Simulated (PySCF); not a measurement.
C2H6Cl4Si2.
Structure used (GFN2-xTB), in Å, numbered top down from 1:
```xyz
14
C2H6Cl4Si2 angstrom
C      2.5615   -0.1989    0.4048
Si     0.9860    0.1432   -0.6109
Cl     0.9932   -1.0969   -2.2218
Cl     1.0985    2.0456   -1.3180
Si    -0.9854   -0.1425    0.6069
C     -2.5622    0.1978   -0.4074
Cl    -0.9932    1.1000    2.2155
Cl    -1.0940   -2.0447    1.3155
H      2.6256    0.4658    1.2622
H      3.4612   -0.0561   -0.1903
H      2.5721   -1.2195    0.7777
H     -2.6269   -0.4654   -1.2657
H     -2.5766    1.2187   -0.7794
H     -3.4606    0.0524    0.1890
```

The calculation used PBE0/def2-SVPD in PySCF (dipole) on a GFN2-xTB geometry, gas phase.

Take the most abundant isotopes and a rigid rotor. The values belong to one conformer with, in the numbering `[CH3:1][Si:2]([Cl:3])([Cl:4])[Si:5]([CH3:6])([Cl:7])[Cl:8]`, C1–Si2–Si5–C6 180°.

What are A, B and C (MHz)?

Ia = 567.85, Ib = 916.01, Ic = 1103.14 u·Å²; 505379 MHz·u·Å²/I gives A = 890.0, B = 551.7, C = 458.1 MHz.

What kind of rotor is it?

An asymmetric top. Ray's parameter κ = (2B − A − C)/(A − C) = -0.567; −1 is the prolate and +1 the oblate limit.

Is it planar, by Δ = Ic − Ia − Ib?

Not planar: Δ = Ic − Ia − Ib = -380.73 u·Å². For a rigid frame Δ = −2 Σ m c², so Σ m c² = 190.36 u·Å² lies off the ab plane: 41.85 from hydrogen and 148.51 from heavier atoms. The atom farthest from that plane is 2.69 Å away.

The point group C2h allows no dipole (computed: 0.01 D), so a rigid rotor has no electric-dipole lines.

Estimate the classical rotational partition function at 25 K, 50 K and 100 K.

Point group C2h, symmetry number σ = 2; q = (√π/σ)·√((kT/h)³/(ABC)), k/h = 20836.6 MHz/K: 22200 at 25 K, 62800 at 50 K, 178000 at 100 K.

Not checked by GFN2-xTB frequencies. Zero-point vibration and centrifugal distortion are left out. A rigid rotor knows nothing of internal rotation, which can split or shift real lines. Quadrupole hyperfine structure (35Cl) is left out.
